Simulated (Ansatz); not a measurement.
Reaction (substitution at a C–F bond): `FC[SiH2]S` + HCl → `S[SiH2]CCl` + H–F

Calculated with Ansatz (gas phase, PBE0-D4/def2-TZVP geometries, no zero-point term in ΔE). CCSD(T)/CBS is the MP2 limit (def2-TZVPP, def2-QZVPP) plus CCSD(T) − MP2 in def2-TZVPP, frozen cores. This one scheme is used for every species. DFT in def2-TZVPP. Each species was taken in one conformer, which may not be the lowest.

(1) Is it downhill or uphill in electronic energy at CCSD(T)/CBS, and by how much? (An estimate is asked.)

(2) What do these levels give: r2SCAN-D4, CAM-B3LYP-D4, r2SCANh, BHLYP, CAM-B3LYP, HF/CBS(def2)? (Estimate.)

Largest T1 diagnostic among the species: 0.011.

Answers

(1) Ansatz gave: Downhill: ΔE = -11.1 kcal/mol.

(2) Ansatz gave: r2SCAN-D4 -8.1, CAM-B3LYP-D4 -6.7, r2SCANh -8.3, BHLYP -6.8, CAM-B3LYP -6.0, HF/CBS(def2) -6.0 kcal/mol.

From r2SCAN to r2SCAN0 (25 % exact exchange), in def2-TZVPP and without D4, ΔE moves by −0.9 kcal/mol. In def2-TZVPP, CCSD(T) changes the Hartree–Fock value by −3.7 kcal/mol (the triples alone add −0.6 kcal/mol) and MP2 by −6.4 kcal/mol. The D4 term adds −1.3 kcal/mol with B3LYP and −0.7 kcal/mol with PBE0; it sums over pairs of atoms, weighted by their polarisabilities, and B3LYP, whose exchange is more repulsive, gets the larger term.

B3LYP here is the variant with VWN-RPA as its local correlation; programs differ in this.
